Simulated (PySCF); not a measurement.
**C₆ coefficients of unlike pairs at UHF**

Calculated with PySCF 2.14 from the dipole response of each species, C₆(A,B) = (3/π) ∫ α_A(iu) α_B(iu) du, in atomic units, from isotropic polarisabilities. For ions this is the dispersion term alone; charge-induced terms of lower order in 1/R come first.

| species | configuration | basis | relativity | α (bohr³) | C₆ (like pair) |
| --- | --- | --- | --- | --- | --- |
| V(3+) | [Ar] 3d2 (3F) | def2-TZVPPD (6s6p4d2f1g) | none | 2.050 | 5.198 |
| Hg(2+) | [Xe] 4f14 5d10 (1S) | aug-cc-pwCVTZ-PP with ECP60MDF (8s8p7d4f3g) | core potential | 7.323 | 46.92 |
| P(2+) | [Ne] 3s2 3p1 (2P) | aug-cc-pwCVQZ (10s9p7d5f3g) | none | 9.591 | 35.23 |
| Ti+ | [Ar] 3d2 4s1 (4F) | aug-cc-pVTZ-DK (8s7p5d3f2g) | spin-free X2C | 62.66 | 427.4 |

Task: Estimate C₆ for Ti+ with V(3+).

Result: The integral gives 29.61. The combination rule 2 C_A C_B / (C_A α_B/α_A + C_B α_A/α_B) gives 25.70 and the geometric mean 47.14.

No spin-orbit coupling is included.

The other pairs:

| pair | C₆ |
| --- | --- |
| Ti+, Hg(2+) | 98.95 |
| P(2+), Hg(2+) | 37.24 |
| Hg(2+), V(3+) | 15.46 |
| Ti+, P(2+) | 106.8 |
| P(2+), V(3+) | 11.58 |
